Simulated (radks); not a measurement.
Rh7+, configuration [Kr] 4d2 (the NIST ground configuration). Calculated with a radial shooting solver on a logarithmic mesh with Libxc functionals: Dirac Kohn-Sham, LDA (Slater exchange, Perdew-Wang correlation), spin-unpolarised, spherical densities, finite nucleus; open shells are shared between the two j in proportion to 2j + 1; Fermi nuclear charge, rms radius 4.4945 fm.

Normalised radial functions P(r) = r R(r) (large component), r in bohr:

r          3d3/2   3d5/2    4d3/2
0.001115  0.0000  0.0000   0.0000
0.001463  0.0000  0.0000   0.0000
0.001936  0.0000  0.0000   0.0000
0.002541  0.0001  0.0000   0.0000
0.003362  0.0001  0.0001   0.0001
0.004413  0.0003  0.0002   0.0001
0.005839  0.0006  0.0004   0.0002
0.007665  0.0012  0.0010   0.0005
0.01014   0.0025  0.0021   0.0010
0.01331   0.0053  0.0046   0.0021
0.01761   0.0111  0.0099   0.0045
0.02312   0.0226  0.0207   0.0092
0.03059   0.0460  0.0429   0.0187
0.04015   0.0896  0.0846   0.0364
0.05312   0.1712  0.1635   0.0694
0.06973   0.3064  0.2954   0.1236
0.09226   0.5248  0.5100   0.2099
0.1211    0.8209  0.8031   0.3233
0.1602    1.1818  1.1634   0.4508
0.2103    1.5019  1.4868   0.5368
0.2783    1.6672  1.6598   0.5093
0.3653    1.5654  1.5675   0.3032
0.4794    1.2128  1.2221  -0.0835
0.6344    0.7315  0.7425  -0.5657
0.8327    0.3344  0.3424  -0.9276
1.102     0.1024  0.1060  -1.0129
1.446     0.0203  0.0213  -0.7978
1.913     0.0021  0.0022  -0.4367
2.511     0.0001  0.0001  -0.1592
3.323     0.0000  0.0000  -0.0322
4.362     0.0000  0.0000  -0.0034
5.771     0.0000  0.0000  -0.0001

3d3/2: eigenvalue -420.00 eV, 0 radial nodes, <r> = 0.367 bohr, 90 % of the charge inside 0.584 bohr. 3d5/2: eigenvalue -415.07 eV, 0 radial nodes, <r> = 0.371 bohr, 90 % of the charge inside 0.589 bohr. 4d3/2: eigenvalue -106.69 eV, 1 radial node at r = 0.456 bohr, <r> = 1.17 bohr, 90 % of the charge inside 1.74 bohr.
